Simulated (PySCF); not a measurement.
Job file and geometry (Å, from GFN2-xTB) of an NMR shielding run on `FCOc1cocn1`, C$_{4}$H$_{4}$FNO$_{2}$, PySCF 2.14.0, density-fitted response routines, GIAO PBE0/pcSseg-1 NMR shielding, non-relativistic, gas phase; density fitting, a coarse starting grid and PySCF grid level 2 are the driver's defaults:

```
$ OMP_NUM_THREADS=1 python probes_run.py task.json out

{"job": {"kind": "nmr", "xc": "PBE0", "basis": "pcSseg-1"}, "charge": 0, "multiplicity": 1}
F     -2.218217     0.040778    -1.454754
C     -2.045895    -0.319282    -0.144094
O     -1.171848     0.547578     0.481951
C      0.145912     0.321343     0.267972
C      1.181827     1.168397     0.545111
O      2.323019     0.522633     0.210874
C      1.933596    -0.661028    -0.250006
N      0.651635    -0.841234    -0.238103
H     -1.680342    -1.354441    -0.147924
H     -3.018602    -0.214368     0.348807
H      1.237718     2.155934     0.946516
H      2.662396    -1.366997    -0.592376
```

Problem. Write the output of this run.

Solution. 
```
coarse grid: 11144 points
cycle   1  E = -459.1318912716  dE =  1.710e+00  |g| = 7.469e-01  |ddm| = 3.238e+00
cycle   2  E = -459.0535045503  dE =  7.839e-02  |g| = 1.030e+00  |ddm| = 9.454e-01
cycle   3  E = -459.2270999553  dE = -1.736e-01  |g| = 6.955e-02  |ddm| = 5.574e-01
cycle   4  E = -459.2273725775  dE = -2.726e-04  |g| = 5.872e-02  |ddm| = 8.680e-02
cycle   5  E = -459.2280633654  dE = -6.908e-04  |g| = 9.505e-03  |ddm| = 4.303e-02
cycle   6  E = -459.2280763620  dE = -1.300e-05  |g| = 5.019e-03  |ddm| = 9.894e-03
cycle   7  E = -459.2280823071  dE = -5.945e-06  |g| = 8.031e-04  |ddm| = 4.168e-03
final grid: 111336 points
cycle   8  E = -459.3010254675  dE = -2.785e-05  |g| = 1.319e-02  |ddm| = 2.348e-02
cycle   9  E = -459.3009762641  dE =  4.920e-05  |g| = 2.131e-02  |ddm| = 1.776e-02
cycle  10  E = -459.3010544630  dE = -7.820e-05  |g| = 2.331e-03  |ddm| = 1.190e-02
cycle  11  E = -459.3010555985  dE = -1.136e-06  |g| = 4.715e-04  |ddm| = 1.811e-03
cycle  12  E = -459.3010556399  dE = -4.139e-08  |g| = 1.533e-04  |ddm| = 4.499e-04
cycle  13  E = -459.3010556444  dE = -4.507e-09  |g| = 5.378e-05  |ddm| = 1.374e-04
cycle  14  E = -459.3010556449  dE = -4.603e-10  |g| = 1.374e-05  |ddm| = 3.740e-05
converged SCF energy = -459.3010556449

GIAO shielding tensors (ppm)
atom      isotropic    diamagn.    paramagn.     s11        s22        s33       span
  0 F      342.452     472.764    -130.311    226.149    357.754    443.454    217.306
  1 C       85.135     238.344    -153.209     58.908     80.783    115.715     56.807
  2 O      205.303     396.925    -191.622    137.468    175.630    302.811    165.343
  3 C       24.128     252.928    -228.801    -39.237     34.688     76.932    116.169
  4 C       61.340     255.006    -193.666      3.262     59.945    120.813    117.551
  5 O       23.946     397.711    -373.766   -140.180    -14.006    226.023    366.202
  6 C       35.386     254.312    -218.926    -30.808     42.686     94.280    125.088
  7 N      -12.161     331.220    -343.382   -185.683    -80.020    229.218    414.901
  8 H       24.463      28.236      -3.773     21.249     24.832     27.309      6.060
  9 H       25.784      26.895      -1.111     21.367     25.778     30.207      8.839
 10 H       24.225      31.033      -6.808     21.671     24.854     26.151      4.480
 11 H       24.189      29.064      -4.875     20.277     24.915     27.375      7.098
```

Problem. Turn these shieldings into chemical shifts. Shifts are taken against calculated references (same method and geometry level): CFCl3 for ¹⁹F (σ = 170.95 ppm); ¹³C (σ = 186.93 ppm), ¹H (σ = 31.72 ppm) vs TMS; H2O for ¹⁷O (σ = 336.08 ppm); ¹⁵N (σ = 267.73 ppm) vs NH3.

Solution. Averaging equivalent atoms: F 0: -171.5; C 3: 162.8; C 6: 151.5; C 4: 125.6; C 1: 101.8; O 5: 312.1; O 2: 130.8; N 7: 279.9; H 11: 7.53; H 10: 7.49; H 8/9: 6.59 ppm. Unscaled 19F shifts against computed CFCl3 carry errors that often reach 10 to 50 ppm. Unscaled 17O shifts of doubly bonded oxygen tend to come out too high, by tens of ppm or more. Experimental scales use liquid or dissolved standards, which lie at an offset from isolated NH3 (liquid NH3: subtract about 20 ppm) and H2O (liquid H2O: subtract about 36 ppm). Unscaled 15N shifts of sp2 nitrogen come out 20 to 40 ppm too high even then.

Size and cost of the density-fitted run: 156 basis functions, 17 s wall time on 1 thread of an Intel Xeon Platinum 8488C, shared host; peak memory 0.71 GiB.
